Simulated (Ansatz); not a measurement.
Program: Ansatz. Geometries: PBE0-D4/def2-TZVP. ΔE: electronic, gas phase. CBS: MP2 limit from def2 TZ/QZ plus the TZ coupled-cluster correction, frozen cores. DFT in def2-TZVPP. For Ge outer-core shells are correlated without core-valence functions, which leaves a few kJ/mol of doubt a bond. Scalar relativity is left out up to krypton. Each species was taken in one conformer, which may not be the lowest.

Reaction (redistribution): `[Cl][GeH2][GeH3]` + `F[SiH](Cl)[NH][GeH3]` → `F[SiH](Cl)[NH][GeH2][Cl]` + digermane

```json
{"level": "ωB97M-V", "ΔE (kJ/mol)": "-13.1"}
{"level": "B2PLYP", "ΔE (kJ/mol)": "-10.6"}
```

Task: What does CCSD(T)/CBS give? (An estimate is asked.)

Result: Computed: -13.1 kJ/mol. The listed levels differ from it by 0.0, 2.5 kJ/mol.

Largest T1 diagnostic among the species: 0.012.

The D4 term adds −4.3 kJ/mol with B3LYP and −2.5 kJ/mol with PBE0; it sums over pairs of atoms, weighted by their polarisabilities, and B3LYP, whose exchange is more repulsive, gets the larger term. In def2-TZVPP, CCSD(T) changes the Hartree–Fock value by −5.5 kJ/mol (the triples alone add −0.9 kJ/mol) and MP2 by −6.1 kJ/mol.

B3LYP here is the variant with VWN-RPA as its local correlation; programs differ in this.
